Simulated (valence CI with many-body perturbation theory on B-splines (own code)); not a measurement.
## E1 transitions of Eu XV

Computed by relativistic CI+MBPT: three valence electrons over a frozen Dirac-Fock core [Kr] 4d10, radial functions for each j: 7 s, 7 p, 7 d, 7 f, 4 g, 2 h, with the one-electron correlation potential Σ1, the two-electron term Σ2, the three-electron term Σ3, Breit, model QED; selected CI, second order for the rest, scaled by the run's own slope (own B-spline code, finite nucleus).

No measured spectrum was set against this ion. As an estimate, terms of the open shell hold to a few per cent of their energy, and close levels can change places; configurations with another count of f electrons can be misplaced by thousands of cm⁻¹.

Lines 51 to 100 of 509 in falling wavelength, among levels below 75.514 eV, chosen from the strongest by gf and those to the six lowest levels. Wavelengths and rates use the calculated energies, so an error of 2000 cm⁻¹ moves a line at 48.68 nm by 0.97 % and its rate by three times that or more. Electric multipoles are in the length gauge, E1 and E2 with the static RPA response of the core. Weak lines are less certain than strong ones. Lines between different terms over intervals too small for the method are left out, as are lines whose strength nearly cancels. Where a level lies close to another of its J and parity, the split of strength between their lines is uncertain. The highest levels of a list are the least certain.

Names give the largest LS component (configuration and term), which can be under half, so a name can repeat, a term be missing and a line seem to break the LS rules; names also repeat where a configuration has a term twice. Letters in brackets count levels of one name in rising energy.

| λ vac (nm) | Upper | Lower | A (s⁻¹) | log gf | Branch % |
| --- | --- | --- | --- | --- | --- |
| 48.68 | 4f²5p ⁴G°_5/2 [a] | 4f²5s ⁴F_5/2 | 1.82e+09 | -0.41 | 31.1 |
| 48.66 | 4f²5p ²K°_13/2 | 4f²5s ²I_13/2 | 3.49e+09 | 0.24 | 58.8 |
| 48.57 | 4f²5p ⁴I°_9/2 | 4f²5s ⁴H_7/2 | 3.12e+09 | 0.04 | 55.5 |
| 48.37 | 4f²5p ⁴D°_7/2 [a] | 4f²5s ²G_7/2 | 1.02e+09 | -0.54 | 16.6 |
| 48.31 | 4f²5p ⁴G°_7/2 [a] | 4f²5s ⁴F_7/2 | 1.98e+09 | -0.26 | 33.9 |
| 48.31 | 4f²5p ²D°_5/2 [a] | 4f²5s ⁴P_5/2 | 2.11e+09 | -0.35 | 34.1 |
| 48.26 | 4f²5p ²F°_7/2 [a] | 4f²5s ²G_9/2 | 4.11e+09 | 0.06 | 68.6 |
| 48.26 | 4f²5p ⁴G°_5/2 [a] | 4f²5s ⁴F_3/2 | 3.39e+09 | -0.15 | 57.9 |
| 48.24 | 4f²5p ⁴D°_3/2 [a] | 4f²5s ⁴P_3/2 | 2.80e+09 | -0.41 | 44.1 |
| 48.06 | 4f²5p ⁴S°_3/2 | 4f²5s ⁴P_5/2 | 4.94e+09 | -0.17 | 80.6 |
| 48.06 | 4f²5p ²G°_9/2 [a] | 4f²5s ⁴F_9/2 | 2.02e+09 | -0.16 | 33.8 |
| 48.04 | 4f²5p ⁴I°_11/2 | 4f²5s ⁴H_11/2 | 2.71e+09 | 0.05 | 46.0 |
| 48.03 | 4f²5p ²D°_3/2 [a] | 4f²5s ⁴F_5/2 | 3.00e+09 | -0.38 | 52.2 |
| 47.92 | 4f²5p ⁴H°_9/2 [a] | 4f²5s ⁴H_11/2 | 2.97e+09 | 0.01 | 50.4 |
| 47.84 | 4f²5p ⁴F°_5/2 [a] | 4f²5s ⁴F_7/2 | 3.35e+09 | -0.16 | 57.7 |
| 47.81 | 4f²5p ⁴H°_7/2 | 4f²5s ⁴H_9/2 | 2.66e+09 | -0.14 | 44.0 |
| 47.74 | 4f²5p ⁴G°_7/2 [a] | 4f²5s ⁴F_5/2 | 1.08e+09 | -0.53 | 18.6 |
| 47.63 | 4f²5p ²D°_3/2 [a] | 4f²5s ⁴F_3/2 | 1.02e+09 | -0.86 | 17.7 |
| 47.60 | 4f²5p ²G°_9/2 [a] | 4f²5s ⁴F_7/2 | 9.75e+08 | -0.48 | 16.3 |
| 47.60 | 4f²5p ⁴G°_11/2 [a] | 4f²5s ⁴H_13/2 | 3.74e+09 | 0.18 | 62.7 |
| 47.55 | 4f²5p ²H°_9/2 [a] | 4f²5s ²G_9/2 | 2.23e+09 | -0.12 | 36.6 |
| 47.52 | 4f²5p ²D°_5/2 [a] | 4f²5s ⁴P_3/2 | 6.84e+08 | -0.86 | 11.1 |
| 47.41 | 4f²5p ²F°_7/2 [a] | 4f²5s ²G_7/2 | 5.44e+08 | -0.83 | 9.1 |
| 47.34 | 4f²5p ⁴D°_7/2 [a] | 4f²5s ⁴F_9/2 | 2.12e+09 | -0.24 | 34.3 |
| 47.22 | 4f²5p ⁴H°_7/2 | 4f²5s ⁴H_7/2 | 2.48e+09 | -0.18 | 40.9 |
| 47.19 | 4f²5p ⁴H°_13/2 | 4f²5s ⁴H_13/2 | 3.40e+09 | 0.20 | 56.0 |
| 47.10 | 4f²5p ⁴I°_11/2 | 4f²5s ⁴H_9/2 | 1.40e+09 | -0.25 | 23.8 |
| 46.99 | 4f²5p ⁴H°_9/2 [a] | 4f²5s ⁴H_9/2 | 8.87e+08 | -0.53 | 15.0 |
| 46.88 | 4f²5p ⁴F°_5/2 [a] | 4f²5s ⁴F_3/2 | 1.01e+08 | -1.70 | 1.7 |
| 46.81 | 4f²5p ⁴D°_7/2 [a] | 4f²5s ²H_9/2 | 1.20e+09 | -0.50 | 19.4 |
| 46.72 | 4f²5p ²H°_9/2 [a] | 4f²5s ²G_7/2 | 1.09e+09 | -0.45 | 17.9 |
| 46.58 | 4f²5p ⁴G°_11/2 [a] | 4f²5s ⁴H_11/2 | 2.03e+08 | -1.10 | 3.4 |
| 46.44 | 4f5p² ⁴G°_5/2 [a] | 4f5s5p ²F_5/2 [a] | 1.93e+09 | -0.43 | 13.1 |
| 46.42 | 4f²5p ⁴H°_9/2 [a] | 4f²5s ⁴H_7/2 | 5.36e+06 | -2.76 | 0.1 |
| 46.35 | 4f²5p ⁴D°_7/2 [a] | 4f²5s ⁴F_5/2 | 7.31e+08 | -0.73 | 11.8 |
| 46.19 | 4f²5p ⁴H°_13/2 | 4f²5s ⁴H_11/2 | 6.62e+08 | -0.53 | 10.9 |
| 46.11 | 4f²5p ⁴G°_5/2 [a] | 4f²5s ⁴H_7/2 | 1.32e+08 | -1.60 | 2.3 |
| 46.03 | 4f²5p ²G°_9/2 [a] | 4f²5s ⁴H_11/2 | 5.02e+08 | -0.80 | 8.4 |
| 45.90 | 4f5p² ⁴D°_5/2 | 4f5s5p ²D_5/2 [a] | 1.90e+09 | -0.44 | 9.9 |
| 45.81 | 4f5p² ⁴F°_9/2 | 4f5s5p ²G_9/2 [a] | 7.48e+08 | -0.63 | 3.6 |
| 45.80 | 4f²5p ⁴G°_7/2 [a] | 4f²5s ⁴H_9/2 | 1.20e+08 | -1.52 | 2.1 |
| 45.76 | 4f5p² ⁴D°_7/2 [b] | 4f5s5p ²F_7/2 [b] | 1.12e+09 | -0.55 | 5.5 |
| 45.70 | 4f²5p ⁴G°_11/2 [a] | 4f²5s ⁴H_9/2 | 6.07e+07 | -1.64 | 1.0 |
| 45.48 | 4f5p² ²G°_7/2 | 4f5s5p ⁴F_5/2 [b] | 1.13e+09 | -0.55 | 7.1 |
| 45.45 | 4f5p² ⁴G°_5/2 [b] | 4f5s5p ⁴F_5/2 [b] | 2.31e+09 | -0.37 | 10.4 |
| 45.26 | 4f²5p ⁴G°_7/2 [a] | 4f²5s ⁴H_7/2 | 2.78e+06 | -3.17 | 0.0 |
| 45.24 | 4f5p² ⁴D°_7/2 [a] | 4f5s5p ²G_7/2 [a] | 5.17e+09 | 0.10 | 34.5 |
| 45.24 | 4f5p² ²F°_7/2 [a] | 4f5s5p ²D_5/2 [a] | 1.50e+09 | -0.43 | 9.5 |
| 45.16 | 4f²5p ²G°_9/2 [a] | 4f²5s ⁴H_9/2 | 4.25e+07 | -1.89 | 0.7 |
| 45.06 | 4f5p² ⁴F°_3/2 | 4f5s5p ⁴D_3/2 | 2.42e+09 | -0.53 | 10.6 |
